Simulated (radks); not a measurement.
Neutral beryllium inside a hard spherical wall (all orbitals vanish at R), configuration held at [He] 2s2 and not refilled when levels cross. Calculated with a radial shooting solver on a logarithmic mesh with Libxc functionals: non-relativistic Kohn-Sham, LDA (Slater exchange, Perdew-Wang correlation), spin-polarised, spherical densities, point nucleus. Eigenvalues in eV for spin up, with the zero of energy where the potential of the charges vanishes at infinity; a dash marks a level that is unbound or too diffuse for the functional's potential to be trusted. A positive occupied level is held by the wall or, in an anion where self-interaction has pushed it up, behind a barrier. The pressure on the wall is -dE/dV.

| R (bohr) | E (hartree) | kinetic (hartree) | e(1s) | e(2s) | e(2p, empty) | e(3s, empty) | pressure (GPa) |
|---|---|---|---|---|---|---|---|
| free | -14.44647 | 14.309 | -104.93 | -5.599 | -2.101 | -0.034 | 0 |
| 15 | -14.44647 | 14.309 | -104.93 | -5.599 | -2.101 | 0.277 | < 0.0001 |
| 12 | -14.44646 | 14.309 | -104.93 | -5.598 | -2.095 | 0.688 | 0.000236 |
| 10 | -14.44633 | 14.310 | -104.91 | -5.586 | -2.066 | 1.399 | 0.00416 |
| 7 | -14.44090 | 14.349 | -104.48 | -5.305 | -1.625 | 5.199 | 0.318 |
| 6 | -14.42822 | 14.418 | -103.82 | -4.840 | -1.001 | 8.817 | 1.40 |
| 5 | -14.38730 | 14.594 | -102.36 | -3.675 | 0.414 | 15.896 | 6.53 |
| 3.5 | -14.08529 | 15.528 | -96.613 | 2.630 | 6.923 | 45.512 | 87.0 |
| 3 | -13.75592 | 16.374 | -92.683 | 8.557 | 12.267 | 69.359 | 240 |
| 2.5 | -13.05749 | 17.990 | -86.638 | 20.295 | 21.799 | 111.91 | 763 |
| 1.5 | -6.84905 | 29.774 | -58.346 | 115.39 | 84.163 | 391.29 | 16000 |
